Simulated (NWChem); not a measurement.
Everything below was run with NWChem. System: HO4S, charge 0, spin multiplicity 2, at the geometry of a parent with another charge or spin, in a state set for the comparison that need not be this species' ground state. Its SCF solution wasn't tested for a lower state.

Input file:

```
start mol
memory heap 200 mb stack 900 mb global 1100 mb
geometry units angstroms nocenter noautoz noautosym
  O      1.413020    -0.278211    -0.543848
  S     -0.148682     0.027406     0.025362
  O      0.075912     0.001064     1.488161
  O     -0.944511    -1.084704    -0.504935
  O     -0.484820     1.344992    -0.525989
  H      1.902110    -0.303609     0.287092
end
basis spherical
  * library def2-svpd
end
dft
  xc xpbe96 cpbe96
  odft
  mult 2
  semidirect memsize 60000000 filesize 0
  iterations 100
end
task dft energy
```

The output up to the point where the run's verdict is printed (cleaned and shortened):

```
             Northwest Computational Chemistry Package (NWChem) 7.3.0
             --------------------------------------------------------

                                NWChem Input Module
                                -------------------

 Scaling coordinates for geometry "geometry" by  1.889725989
 (inverse scale =  0.529177249)

                             Geometry "geometry" -> ""
                             -------------------------

 Output coordinates in angstroms (scale by  1.889725989 to convert to a.u.)

  No.       Tag          Charge          X              Y              Z
 ---- ---------------- ---------- -------------- -------------- --------------
    1 O                    8.0000     1.41302000    -0.27821100    -0.54384800
    2 S                   16.0000    -0.14868200     0.02740600     0.02536200
    3 O                    8.0000     0.07591200     0.00106400     1.48816100
    4 O                    8.0000    -0.94451100    -1.08470400    -0.50493500
    5 O                    8.0000    -0.48482000     1.34499200    -0.52598900
    6 H                    1.0000     1.90211000    -0.30360900     0.28709200

 Effective nuclear repulsion energy (a.u.)     273.2389325731

            Nuclear Dipole moment (a.u.)
            ----------------------------
        X                 Y               Z
 ---------------- ---------------- ----------------
     0.0000113384     0.0000283459    -0.0000075589


 Summary of "ao basis" -> "" (spherical)
 ------------------------------------------------------------------------------
       Tag                 Description            Shells   Functions and Types
 ---------------- ------------------------------  ------  ---------------------
 *                         def2-svpd                  on all atoms

  pbe96 is a nonlocal functional; adding pw91lda local functional.

                                 NWChem DFT Module
                                 -----------------

 Summary of "ao basis" -> "ao basis" (spherical)
 ------------------------------------------------------------------------------
       Tag                 Description            Shells   Functions and Types
[...]
 d= 0,ls=0.5,diis    75   -698.7707107579 -5.69D-06  1.23D-05  7.27D-07    46.5
                                                     1.99D-05  4.03D-06
 d= 0,ls=0.5,diis    76   -698.7707144805 -3.72D-06  1.40D-05  5.36D-06    47.1
                                                     1.96D-05  8.03D-06
 d= 0,ls=0.5,diis    77   -698.7707151085 -6.28D-07  5.21D-06  1.71D-05    47.7
                                                     1.76D-05  1.77D-05
 d= 0,ls=0.5,diis    78   -698.7707193862 -4.28D-06  1.10D-05  1.76D-05    48.3
                                                     1.80D-05  1.89D-05
 d= 0,ls=0.5,diis    79   -698.7707184323  9.54D-07  9.67D-06  3.22D-05    48.9
                                                     1.71D-05  3.05D-05
 d= 0,ls=0.5,diis    80   -698.7707165983  1.83D-06  9.68D-06  4.76D-05    49.5
                                                     1.79D-05  4.33D-05
 d= 0,ls=0.5,diis    81   -698.7707300452 -1.34D-05  2.44D-06  2.22D-05    50.1
                                                     1.62D-05  2.35D-05
 d= 0,ls=0.5,diis    82   -698.7707351650 -5.12D-06  4.59D-06  2.06D-05    50.7
                                                     1.68D-05  2.13D-05
 d= 0,ls=0.5,diis    83   -698.7707428380 -7.67D-06  5.39D-06  1.16D-05    51.3
                                                     1.69D-05  1.37D-05
 d= 0,ls=0.5,diis    84   -698.7707498664 -7.03D-06  3.89D-06  4.43D-06    51.9
                                                     1.67D-05  7.13D-06
 d= 0,ls=0.5,diis    85   -698.7707553967 -5.53D-06  1.42D-05  1.11D-06    52.5
                                                     1.79D-05  3.60D-06
 d= 0,ls=0.5,diis    86   -698.7707562071 -8.10D-07  1.86D-05  9.67D-06    53.1
                                                     1.92D-05  9.80D-06
 d= 0,ls=0.5,diis    87   -698.7707508003  5.41D-06  4.03D-06  3.46D-05    53.7
                                                     1.49D-05  2.77D-05
 d= 0,ls=0.5,diis    88   -698.7707571900 -6.39D-06  1.10D-05  2.37D-05    54.3
                                                     1.68D-05  2.20D-05
 d= 0,ls=0.5,diis    89   -698.7707667922 -9.60D-06  1.34D-05  7.16D-06    54.9
                                                     1.69D-05  9.11D-06
 d= 0,ls=0.5,diis    90   -698.7707642164  2.58D-06  1.07D-05  2.35D-05    55.5
                                                     1.56D-05  2.12D-05
 d= 0,ls=0.5,diis    91   -698.7707608837  3.33D-06  4.15D-06  4.00D-05    56.1
                                                     1.40D-05  3.42D-05
 d= 0,ls=0.5,diis    92   -698.7707675395 -6.66D-06  1.23D-05  2.82D-05    56.7
                                                     1.56D-05  2.67D-05
 d= 0,ls=0.5,diis    93   -698.7707615419  6.00D-06  2.07D-05  5.25D-05    57.3
                                                     1.98D-05  4.44D-05
 d= 0,ls=0.5,diis    94   -698.7707798399 -1.83D-05  9.98D-06  1.00D-05    57.9
                                                     1.58D-05  1.22D-05
 d= 0,ls=0.5,diis    95   -698.7707865837 -6.74D-06  3.55D-06  1.66D-06    58.5
                                                     1.38D-05  3.74D-06
 d= 0,ls=0.5,diis    96   -698.7707896309 -3.05D-06  8.84D-06  1.56D-06    59.2
                                                     1.42D-05  3.20D-06
 d= 0,ls=0.5,diis    97   -698.7707908388 -1.21D-06  1.45D-05  5.85D-06    59.8
                                                     1.58D-05  6.18D-06
 d= 0,ls=0.5,diis    98   -698.7707879516  2.89D-06  3.56D-06  2.10D-05    60.4
                                                     1.27D-05  1.70D-05
 d= 0,ls=0.5,diis    99   -698.7707921554 -4.20D-06  2.27D-06  1.44D-05    61.0
                                                     1.24D-05  1.38D-05
 d= 0,ls=0.5,diis   100   -698.7707952585 -3.10D-06  2.68D-06  1.22D-05    61.5
                                                     1.23D-05  1.20D-05
```

Convergence was not reached. The next line reads: Calculation failed to converge. NWChem stopped with the message: dft energy failed.
